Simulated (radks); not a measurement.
Results of a calculation; reference values are marked as such.
Problem. Excited configurations of Si II: one electron is placed in a higher orbital outside [Ne] 3s2. The ground configuration is [Ne] 3s2 3p1. Code: a radial shooting solver on a logarithmic mesh with Libxc functionals. Model: scalar-relativistic Kohn-Sham, PBE, spin-polarised, spherical densities, finite nucleus; open shells are filled with parallel spins first; Fermi nuclear charge, rms radius 3.1224 fm. Excitation = E - E(ground); binding = E(ion) - E, where the ion is the core of charge +2; n* = 2/sqrt(2 binding) in atomic units, and the quantum defect is n - n*.

| outer orbital | excitation (eV) | binding (eV) | n* | quantum defect | eigenvalue (eV) | <r> (bohr) |
|---|---|---|---|---|---|---|
| 4p | 9.615 | 6.650 | 2.861 | 1.139 | -5.224 | 6.006 |
| 5s | 11.730 | 4.535 | 3.464 | 1.536 | -3.626 | 9.506 |
| 5f | 13.821 | 2.445 | 4.718 | 0.282 | -1.872 | 14.58 |
| 6p | 13.779 | 2.486 | 4.678 | 1.322 | -2.016 | 17.01 |

Estimate the row for 5p.

Solution. excitation (eV) 12.459; binding (eV) 3.807; n* 3.781; quantum defect 1.219; eigenvalue (eV) -3.017; <r> (bohr) 10.89. The Delta-SCF ionisation energy is 16.266 eV (NIST Atomic Spectra Database: 16.346 eV, measured). Self-interaction in the functional shifts the binding energies and quantum defects, so they are the method's values and not measured ones. Open shells are spherical and high-spin; term and fine-structure splittings are not resolved.
